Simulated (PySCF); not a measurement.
## Cd: excitation energy

Cd [Kr] 4d10 5s2 (1S) → Cd [Kr] 4d10 5s1 6s1 (3S), as a difference of total energies. All numbers are calculated (PySCF 2.14, a scalar-relativistic core potential, in aug-cc-pVTZ-PP with ECP28MDF (6s6p5d3f2g, 88 functions)). Correlated levels: valence: 4s2 4p6 frozen. The calculations carry no spin-orbit coupling.

```json
{"method": "UHF", "excitation energy (cm⁻¹)": "39836"}
{"method": "MP2 (valence)", "excitation energy (cm⁻¹)": "51163"}
{"method": "SCS-MP2 (valence)", "excitation energy (cm⁻¹)": "51307"}
{"method": "CCSD (valence)", "excitation energy (cm⁻¹)": "49973"}
{"method": "CCSD(T) (valence)", "excitation energy (cm⁻¹)": "50981"}
```

Errors of the correlated levels include the incompleteness of this basis and the frozen core.

For comparison: 51484 cm⁻¹ (measured; NIST levels).
